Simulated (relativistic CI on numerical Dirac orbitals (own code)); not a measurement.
Sensitivity of the levels of Fe¹⁶⁺ to α and to the nuclear radius

Computed by Dirac-Coulomb-Breit CI, orbitals from a KLI potential per configuration, derivatives by finite differences, unscaled Slater integrals, QED left out (own radial code, finite nucleus).

CI space (outside the closed core 1s2): 2s²2p⁶, 2s²2p⁵3s, 2s²2p⁵3p, 2s²2p⁵3d, 2s2p⁶3s, 2s2p⁶3p, 2s2p⁶3d, 2s²2p⁴3s². Levels of other configurations are missing.

With x = (α/α₀)² − 1 an excitation energy changes as ω = ω₀ + qx; K = 2q/ω₀ is the relative enhancement. Terms are leading LS components, so labels can repeat. The field-shift factor is F = δν/δ⟨r²⟩ for the transition from the lowest level.

Lowest level 2s²2p⁶ ¹S0.

```
        Level  ω₀ (cm⁻¹)  q (cm⁻¹)          K  F (GHz/fm²)
2s²2p⁵3s ³P°2    5840187    -41950    -0.0144         26.9
2s²2p⁵3s ¹P°1    5856282    -39960    -0.0136         26.9
2s²2p⁵3s ³P°0    5941782     61570     0.0207         26.7
2s²2p⁵3s ³P°1    5952061     59660       0.02         26.7
 2s²2p⁵3p ³S1    6085177    -21260   -0.00699         7.06
 2s²2p⁵3p ³D2    6114352    -34750    -0.0114         7.57
 2s²2p⁵3p ³D3    6127011    -12540   -0.00409          7.5
 2s²2p⁵3p ¹P1    6136798    -18460   -0.00602         7.55
 2s²2p⁵3p ³P2    6151217    -12130   -0.00395         7.57
 2s²2p⁵3p ³P0    6196411     23350    0.00754         7.53
 2s²2p⁵3p ³D1    6211654     65630     0.0211         7.38
 2s²2p⁵3p ³P1    6237667     85560     0.0274         7.27
 2s²2p⁵3p ³D2    6240749     89860     0.0288         7.33
 2s²2p⁵3p ¹S0    6369599     35520     0.0112         7.49
2s²2p⁵3d ³P°0    6455868    -10250   -0.00318         7.85
2s²2p⁵3d ³P°1    6463746     -6873   -0.00213         7.89
2s²2p⁵3d ³P°2    6478757     -1914  -0.000591         7.98
2s²2p⁵3d ³F°4    6479898     -8029   -0.00248          8.3
2s²2p⁵3d ³F°3    6486642    -10090   -0.00311         8.28
2s²2p⁵3d ¹D°2    6500714     -7822   -0.00241         8.29
2s²2p⁵3d ³D°3    6509596     -7463   -0.00229         8.31
2s²2p⁵3d ³D°1    6549146     13940    0.00426         8.22
2s²2p⁵3d ³F°2    6587910     89950     0.0273          8.1
```

At this charge energies of transitions that change n are usually good to better than 1 %, and those within a shell (Δn = 0) to a few per cent.
